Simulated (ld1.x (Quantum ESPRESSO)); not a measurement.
Before and after: RRKJ potential for lead

```json
{
 "Element": "lead (Pb)",
 "Generator": "ld1.x (Quantum ESPRESSO) 7.5",
 "Type": "norm-conserving RRKJ (Kleinman–Bylander form)",
 "Functional": "PW91",
 "Relativity": "scalar-relativistic",
 "Frozen core": "[Xe] 4f14 5d10",
 "Valence charge": "4",
 "Reference configuration": "6s1.5 6p2.5",
 "Partial waves": "6s (bound): rc 1.90 bohr; 6p (bound): rc 1.95 bohr",
 "Local potential": "all-electron potential smoothed inside 1.45 bohr (lloc = -1)",
 "Core correction": "none",
 "rho0": "0.005"
}
```

Change: local potential the s channel.

Cutoffs: the cutoffs (Ry, on a coarse ladder) from which the occupation-weighted sum of valence levels, in a spherical-Bessel basis at the reference potential, stays within 10 and 1 mRy of its value at 400 Ry; they do not see the model core or the augmentation charge, which bear on the density cutoff. Errors are all-electron minus pseudo energies relative to the spin-unpolarised reference configuration.

Question: What does the change do?

Answer: The potential gets neither clearly harder nor softer (30 Ry and 45 Ry → 30 Ry and 40 Ry); the bound ghost in d, p, s disappears; the number of tests that count goes from 7 to 6; the errors of the 6 common tests hardly move; the range in which the p phases agree narrows (upper end at the end of the scan → 0.9). In the separable form a ghost depends on how the local part lies against the semilocal potential of the channel, so the choice of the local part can create or remove one.

```csv
quantity,base,changed
"cutoff, loose",30 Ry,30 Ry
"cutoff, tight",45 Ry,40 Ry
loose cutoff by channel (10 mRy a level),"s 25 Ry, p 25 Ry","p 25 Ry, s 18 Ry"
bound ghosts,"s, p, d",none
"tests counted (converged, no solver errors)",7 of 7,6 of 7
"error for 6s2 6p2, meV [ΔE -4.33 eV]",+11,+10
"error for 6s2 6p1, meV [ΔE 2.30 eV]",+38,+34
"error for 6s2 6p0, meV [ΔE 15.82 eV]",+127,+123
"error for 6s0 6p4, meV [ΔE 13.56 eV]",+143,+133
"error for 6s2 6p1.5, meV [ΔE -1.82 eV]",+21,+19
"error for 6s2 6p2.3, meV [ΔE -5.15 eV]",+7.1,+7.4
s: phases at 2.14 bohr within 0.05 rad from the reference energy up to (Ry; the scan ends near 5),3.3,3.9
p: phases at 2.14 bohr within 0.05 rad from the reference energy up to (Ry; the scan ends near 5),to the end of the scan,0.9
```

Base: ld1.x printed “convergence not achieved” for 6 of the counted tests; their residual had stalled under 1e-8, short of the target of 1e-14. Changed file: Tests not counted: 6s1 6p2 (pseudo-atom not self-consistent, printed error -2.4 meV). ld1.x printed “convergence not achieved” for 5 of the counted tests; their residual had stalled under 1e-8, short of the target of 1e-14. A true bound ghost makes a file unfit for plane-wave use even where its test errors are small: the radial tests pick states by their node count and pass the ghost by.
